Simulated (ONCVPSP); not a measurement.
molybdenum (Mo), ONCV: configuration errors across variants

* Element: molybdenum (Mo)
* Generator: ONCVPSP 4.0.1
* Type: optimised norm-conserving Vanderbilt (ONCV)
* Functional: PBE
* Relativity: fully relativistic
* Frozen core: [Ar] 3d10
* Valence charge: 14
* Reference configuration: 4s2 4p6 4d5 5s0.75 (charge +0.25)
* Partial waves: 4s+5s: rc 1.40 bohr, ncon 4, nbas 8, qcut 6.8 1/bohr, 3 projectors, debl 2.4 Ha; 4p: rc 2.05 bohr, ncon 3, nbas 7, qcut 6.3 1/bohr, 1 projector; 4d: rc 2.15 bohr, ncon 4, nbas 9, qcut 8.3 1/bohr, 2 projectors, debl 3.8 Ha
* Local potential: polynomial inside 1.20 bohr (lpopt 4, dvloc0 0 Ha)
* Core correction: polynomial model core, fcfact 0.55

Open shells are filled in proportion to 2j + 1.

All-electron excitation energies from the reference (eV): (1) 4s2 4p6 4d5 5s1 -1.190; (2) 4s2 4p6 4d5 5s0 5.701; (3) 4s2 4p6 4d4 5s0 21.162; (4) 4s2 4p6 4d5.5 5s0.5 -0.911.

1 further variants failed, have other tests or too few solved ones, and are left out.

A true bound ghost makes a file unfit for plane-wave use even where its test errors are small: the radial tests pick states by their node count and pass the ghost by.

Errors AE − PS in meV (a dash: test not solved or not reliable):

| change | (1) | (2) | (3) | (4) | bound ghosts | GHOST(+) flags above zero |
| --- | --- | --- | --- | --- | --- | --- |
| base | 0.0 | -0.1 | +1.1 | -0.1 | none | s |
| all radii but the core radius scaled by about 0.80 (s 1.12, p 1.64, d 1.72 bohr); local potential polynomial inside 0.96 bohr (lpopt 4, dvloc0 0 Ha) | 0.0 | 0.0 | +0.9 | -0.1 | s | s |
| all radii but the core radius scaled by about 0.90 (s 1.26, p 1.84, d 1.94 bohr); local potential polynomial inside 1.08 bohr (lpopt 4, dvloc0 0 Ha) | 0.0 | 0.0 | +1.0 | -0.1 | none | s |
| all radii but the core radius scaled by about 1.03 (s 1.44, p 2.12, d 2.22 bohr); local potential polynomial inside 1.24 bohr (lpopt 4, dvloc0 0 Ha) | 0.0 | -0.1 | +1.6 | -0.3 | d5/2 | s |
| all radii but the core radius scaled by about 1.10 (s 1.54, p 2.26, d 2.38 bohr); local potential polynomial inside 1.32 bohr (lpopt 4, dvloc0 0 Ha) | 0.0 | -0.1 | +0.5 | -0.1 | none | s |
| all radii but the core radius scaled by about 1.19 (s 1.66, p 2.44, d 2.54 bohr); local potential polynomial inside 1.42 bohr (lpopt 4, dvloc0 0 Ha) | 0.0 | -0.2 | +0.3 | 0.0 | none | s |
| all radii but the core radius scaled by about 1.26 (s 1.76, p 2.58, d 2.72 bohr); local potential polynomial inside 1.52 bohr (lpopt 4, dvloc0 0 Ha) | -0.2 | -1.3 | -38 | -2.3 | p3/2 | s |

Give the same row for: all radii but the core radius scaled by about 0.85 (s 1.20, p 1.74, d 1.84 bohr); local potential polynomial inside 1.02 bohr (lpopt 4, dvloc0 0 Ha).

0.0, 0.0, +0.9, -0.1; bound ghosts: none; GHOST(+) flags above zero: s.
